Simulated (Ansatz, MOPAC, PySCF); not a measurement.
System: SnH5, net charge -1, singlet state. SMILES: [SnH5-]
Geometry from a B3LYP-D3(BJ)/def2-TZVP (Ansatz, an electronic-structure program) optimisation:
```
Sn
H 1 1.7765
H 1 1.7765 2 120.00
H 1 1.7765 2 120.00 3 180.00
H 1 1.8796 2 90.00 3 -90.00
H 1 1.8796 2 90.00 5 180.00
```
Charge -1, spin multiplicity 1.

Unscaled harmonic wavenumbers (cm⁻¹) in rising order, each level at the stationary point that it reaches from this structure (no distance between atoms moves by over 0.3 Å); the order of modes can differ between levels, and a negative number is imaginary. B3LYP-D3(BJ)/def2-TZVP (PySCF, at the structure above): 419, 419, 744, 744, 775, 944, 944, 1171, 1295, 1632, 1632, 1677.

PM3 (MOPAC): 471, 471, 691, 691, 768, 922, 922, 1994, 2063, 2129, 2149, 2149. Zero-point energy 22.0 against 17.7 kcal/mol; where all levels lie over 400 cm⁻¹, the wavenumbers are on average 1.187 times those of B3LYP-D3(BJ)/def2-TZVP.

PM6 (MOPAC): 478, 478, 726, 726, 774, 959, 959, 1765, 1801, 2129, 2129, 2144. Zero-point energy 21.5 against 17.7 kcal/mol; where all levels lie over 400 cm⁻¹, the wavenumbers are on average 1.171 times those of B3LYP-D3(BJ)/def2-TZVP.

PM7 (MOPAC): 495, 495, 774, 774, 810, 1017, 1017, 1828, 1878, 2097, 2097, 2125. Zero-point energy 22.0 against 17.7 kcal/mol; where all levels lie over 400 cm⁻¹, the wavenumbers are on average 1.207 times those of B3LYP-D3(BJ)/def2-TZVP.

B3LYP/6-31G* with LANL2DZ past Ar (Ansatz): 410, 410, 797, 797, 853, 982, 982, 1274, 1358, 1597, 1597, 1664. Zero-point energy 18.2 against 17.7 kcal/mol; where all levels lie over 400 cm⁻¹, the wavenumbers are on average 1.031 times those of B3LYP-D3(BJ)/def2-TZVP.
